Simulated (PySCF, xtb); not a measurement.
TlI, SMILES [I][Tl].

GFN2-xTB (xtb) at its own geometry gives an orbital gap of 6.46 eV and a dipole moment of 8.75 D.

Coordinates come from a B3LYP-D3(BJ)/def2-TZVP optimisation. The def2 effective core potentials stand for the cores of I, Tl; spin–orbit coupling is left out.

Question: What does PBE/def2-TZVPD run with PySCF give? (Estimate from the structure and the level; the computed values follow.)

Answer: gap 3.26 eV (levels -5.87 and -2.61 eV), dipole 4.44 D.
